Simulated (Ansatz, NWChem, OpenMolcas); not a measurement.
# How methods differ on BSiH4O2F (SMILES OB(F)O[SiH3])

BSiH4O2F: 9 atoms, total charge 0, spin state singlet. SMILES: `OB(F)O[SiH3]`. The coordinates come from a PBE0-D4/def2-TZVP relaxation. This is one conformer, not always the lowest.

```
atom    x (Å)    y (Å)    z (Å)
   O  -1.6141   0.5567   0.3940
   B  -0.3954   1.1571   0.3527
   F  -0.2773   2.4508   0.6579
   O   0.7089   0.4669   0.0062
  Si   0.9342  -1.1149  -0.4250
   H  -2.3225   1.1499   0.6541
   H   2.3819  -1.2739  -0.6909
   H   0.1545  -1.4276  -1.6478
   H   0.5182  -2.0110   0.6818
```

Quantity: the dipole moment, in D. The values are calculated.

| level | kind | program | value (D) | CPU time |
| --- | --- | --- | --- | --- |
| SVWN5/6-31G* (spherical functions) | LDA | OpenMolcas | 1.41 | 16 s |
| BLYP/6-31G* (spherical functions) | GGA | OpenMolcas | 1.34 | 22 s |
| PBE/6-31G* (spherical functions) | GGA | OpenMolcas | 1.35 | 23 s |
| M06-L/6-31G* (spherical functions) | meta-GGA | OpenMolcas | 1.35 | 29 s |
| r2SCAN/6-31G* (spherical functions) | meta-GGA | OpenMolcas | 1.36 | 29 s |
| PBE0/6-31G* (spherical functions) | global hybrid | NWChem | 1.37 | 62 s |
| B3LYP/6-31G* (Cartesian functions) | global hybrid | OpenMolcas | 1.36 | 24 s |
| UCCSD/6-31G* (density fitting with def2-universal-jkfit, Cartesian functions) | coupled cluster or CI | Ansatz | 1.39 | 20 s |

The values span 1.34 to 1.41 D. Magnitudes only. CPU times are rough (shared hosts, several kinds of processor and program).
